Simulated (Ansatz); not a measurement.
Reaction (redistribution): `C[CH2][Al]([F])[SiH3]` + `BC(=C)O` → `[OH][Al]([F])[SiH3]` + `BC(=C)CC`

Isolated molecules relaxed with PBE0-D4/def2-TZVP in Ansatz; ΔE leaves out vibrations. CCSD(T)/CBS is the MP2 limit (def2-TZVPP, def2-QZVPP) plus CCSD(T) − MP2 in def2-TZVPP, frozen cores. DFT in def2-TZVPP. B3LYP here is the variant with VWN-RPA as its local correlation; programs differ in this. Each species was taken in one conformer, which may not be the lowest.

`C[CH2][Al]([F])[SiH3]`:

```xyz
13

C     0.129   -1.850    0.029
C     1.281   -0.875   -0.217
Al    0.784    1.010   -0.159
F     1.971    2.138   -0.415
Si   -1.483    1.871    0.233
H    -0.669   -1.730   -0.708
H    -0.326   -1.702    1.012
H     0.457   -2.892   -0.020
H     1.749   -1.069   -1.191
H     2.085   -1.035    0.513
H    -2.194    1.059    1.262
H    -1.494    3.291    0.679
H    -2.291    1.784   -1.019
```

`BC(=C)O`:

Cartesian coordinates in Å:
```
B 0.494 -0.694 -0.944
C -0.268 0.072 0.144
C 0.396 0.883 0.985
O -1.620 -0.047 0.285
H 1.676 -0.567 -1.038
H -0.095 -1.420 -1.698
H -0.108 1.442 1.767
H 1.467 0.987 0.885
H -1.942 -0.657 -0.385
```

`[OH][Al]([F])[SiH3]`:

Z-matrix (Å, degrees):
```
Si
Al 1 2.432
H 1 1.488 2 110.4
H 1 1.487 2 111.4 3 -120.6
H 1 1.489 2 110.1 3 119.1
F 2 1.652 1 121.3 3 126.2
O 2 1.686 1 119.3 3 -54.0
H 7 0.956 2 125.3 1 -179.6
```

`BC(=C)CC`:

```xyz
14

B    -0.364    0.145    1.781
C    -0.381    0.538    0.292
C    -0.434    1.846   -0.003
C    -0.358   -0.504   -0.793
C     0.971   -1.248   -0.842
H    -0.403   -1.002    2.127
H    -0.331    1.003    2.615
H    -0.486    2.211   -1.028
H    -0.433    2.596    0.781
H    -1.161   -1.226   -0.611
H    -0.562   -0.044   -1.765
H     1.793   -0.564   -1.068
H     0.959   -2.029   -1.605
H     1.189   -1.722    0.119
```

```
             level  ΔE (kJ/mol)  difference from CCSD(T)/CBS
            PBE-D4       -155.3                         28.4
         r2SCAN-D4       -168.5                         15.2
           PBE0-D4       -164.8                         18.9
          B3LYP-D4       -172.5                         11.2
           ωB97X-V       -173.9                          9.8
           ωB97M-V       -174.0                          9.7
            B2PLYP       -179.8                          3.9
               PBE       -153.7                         30.0
            r2SCAN       -168.1                         15.6
              PBE0       -163.5                         20.2
             B3LYP       -170.0                         13.7
     HF/def2-TZVPP       -190.3                         -6.6
    MP2/def2-TZVPP       -193.4                         -9.7
SCS-MP2/def2-TZVPP       -191.5                         -7.8
   CCSD/def2-TZVPP       -185.4                         -1.7
CCSD(T)/def2-TZVPP       -182.5                          1.2
     HF/def2-QZVPP       -191.0                         -7.3
    MP2/def2-QZVPP       -194.3                        -10.6
SCS-MP2/def2-QZVPP       -192.5                         -8.8
      HF/CBS(def2)       -191.1                         -7.4
     MP2/CBS(def2)       -194.6                        -10.9
    CCSD/CBS(def2)       -186.6                         -2.9
       CCSD(T)/CBS       -183.7                            0
```

Largest T1 diagnostic among the species: 0.013.

From PBE to PBE0 (25 % exact exchange), in def2-TZVPP and without D4, ΔE moves by −9.8 kJ/mol.
